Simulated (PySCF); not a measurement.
In³¹⁺ (indium, charge +31): Hartree-Fock from Schrödinger to Dirac-Coulomb-Breit

Occupied: 1s1/2, 2s1/2, 2p1/2, 2p3/2, 3s1/2, 3p1/2, 3p3/2. Hartree-Fock calculated with PySCF 2.14 in an uncontracted even-tempered set (17 s from 2.3 bohr⁻², ratio 2.7; 13 p from 2.7 bohr⁻², ratio 2.7), Gaussian nucleus throughout. NR is non-relativistic, sf-X2C the spin-free one-electron X2C Hamiltonian, X2C adds the bare one-electron spin-orbit term, X2C-SNSO screens it by Boettger's factors, DC is four-component Dirac-Coulomb, and the Gaunt and Breit terms are added at first order (total energies over the DC spinors, levels after relaxing the spinors in that mean field). QED terms are absent. Levels marked empty are virtual spinors of this ion; the basis has s and p functions only, so 3d, which can lie below the n = 4 levels, is absent.

```json
{"Hamiltonian": "NR", "E (hartree)": "-5043.7271", "E − E(DC) (hartree)": "139.6555", "CPU seconds": "0.21"}
{"Hamiltonian": "sf-X2C", "E (hartree)": "-5180.6996", "E − E(DC) (hartree)": "2.6829", "CPU seconds": "0.13"}
{"Hamiltonian": "X2C", "E (hartree)": "-5182.1078", "E − E(DC) (hartree)": "1.2748", "CPU seconds": "0.13"}
{"Hamiltonian": "X2C-SNSO", "E (hartree)": "-5181.9918", "E − E(DC) (hartree)": "1.3908", "CPU seconds": "0.12"}
{"Hamiltonian": "DC", "E (hartree)": "-5183.3826", "E − E(DC) (hartree)": "0.0000", "CPU seconds": "6"}
{"Hamiltonian": "DC+Gaunt", "E (hartree)": "-5179.1026", "E − E(DC) (hartree)": "4.2800", "CPU seconds": "9.9"}
{"Hamiltonian": "DC+Breit", "E (hartree)": "-5179.5169", "E − E(DC) (hartree)": "3.8656", "CPU seconds": "33"}
```

**Question.** Give the 3p spin-orbit interval with each Hamiltonian that has one.

**Answer.** X2C 52.54; X2C-SNSO 50.31; DC 50.04; DC+Gaunt 49.35; DC+Breit 49.35 (eV).

| level (eV) | NR | sf-X2C | X2C | X2C-SNSO | DC | DC+Gaunt | DC+Breit |
| --- | --- | --- | --- | --- | --- | --- | --- |
| 1s1/2 | -28715.2 | -29653.0 | -29650.7 | -29650.9 | -29674.5 | -29609.7 | -29614.3 |
| 2s1/2 | -5585.5 | -5827.9 | -5827.3 | -5827.3 | -5830.0 | -5823.7 | -5824.1 |
| 2p1/2 | -5319.0 | -5388.9 | -5544.4 | -5537.6 | -5538.5 | -5528.0 | -5529.1 |
| 2p3/2 | -5319.0 | -5388.9 | -5318.1 | -5321.0 | -5323.2 | -5315.7 | -5316.8 |
| 3s1/2 | -2063.1 | -2129.8 | -2129.6 | -2129.6 | -2130.2 | -2128.9 | -2129.0 |
| 3p1/2 | -1955.0 | -1979.5 | -2015.5 | -2013.9 | -2014.1 | -2011.8 | -2012.1 |
| 3p3/2 | -1955.0 | -1979.5 | -1963.0 | -1963.6 | -1964.1 | -1962.4 | -1962.7 |
| 4s1/2 (empty) | -1000.4 | -1024.3 | -1024.2 | -1024.2 | -1024.4 | -1023.9 | -1024.0 |
| 4p1/2 (empty) | -962.05 | -972.12 | -984.33 | -983.79 | -983.86 | -983.03 | -983.16 |
| 4p3/2 (empty) | -962.05 | -972.12 | -966.54 | -966.76 | -966.89 | -966.32 | -966.44 |

Weight of the small component: 1s1/2 0.0323, 2s1/2 0.00699, 2p1/2 0.00694, 2p3/2 0.00666, 3s1/2 0.00245, 3p1/2 0.00238, 3p3/2 0.00231, 4s1/2 0.00106, 4p1/2 0.00106, 4p3/2 0.00103.

Koopmans' value for the highest occupied level at DC+Breit: 1962.7 eV, against an ionisation energy of 1961 ± 5 eV (semi-empirical (NIST evaluation); NIST Atomic Spectra Database, ionization energies); the former lacks relaxation, correlation, QED and recoil.

The whole ladder took 51 s of wall time on 1 thread of AMD EPYC 9R45 96-Core Processor (shared host), launched as `OMP_NUM_THREADS=1 python relrun2.py TASK.json OUT` (a driver that calls PySCF for each Hamiltonian).

Dirac-Coulomb iterations, started from the X2C spinors:

```
with_ssss True, with_gaunt False, with_breit False
light speed = 137.03599967994
init E= -5170.49759839446
cycle= 1 E= -5183.38215925131  delta_E= -12.9  |g|= 0.975  |ddm|= 0.0931
cycle= 2 E= -5183.38256249933  delta_E= -0.000403  |g|= 0.0186  |ddm|= 0.0106
cycle= 3 E= -5183.38256388321  delta_E= -1.38e-06  |g|= 0.00109  |ddm|= 0.000974
cycle= 4 E= -5183.38256388849  delta_E= -5.28e-09  |g|= 5.28e-06  |ddm|= 5.47e-05
```
